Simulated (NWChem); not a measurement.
FeF2, quintet; SMILES [F][Fe][F]

```xyz
3

Fe     0.0000     0.0000    -0.2564
F      1.7445     0.0000    -0.2567
F     -1.7445     0.0000    -0.2567
```
Atoms are numbered in this order, from 1.

All runs: NWChem. Spin-unrestricted. Geometry: optimised at PBE0/def2-SVP, spin-unrestricted. This spin state was assumed; another may lie lower. No stability test was run on the SCF state. Vertical excitations in the gas phase. Excited states of an open shell can be spin-contaminated.

### Question
Predict the results for PBE0/def2-SVP, TDA. Quantities: lowest excitation (eV); oscillator strength of that lowest state; lowest empty minus highest occupied level, either spin (eV).

### Answer
The lowest excitation (eV) comes out as 0.51 and the oscillator strength of that lowest state is 0.000. The lowest empty minus highest occupied level, either spin (eV) is 4.74.
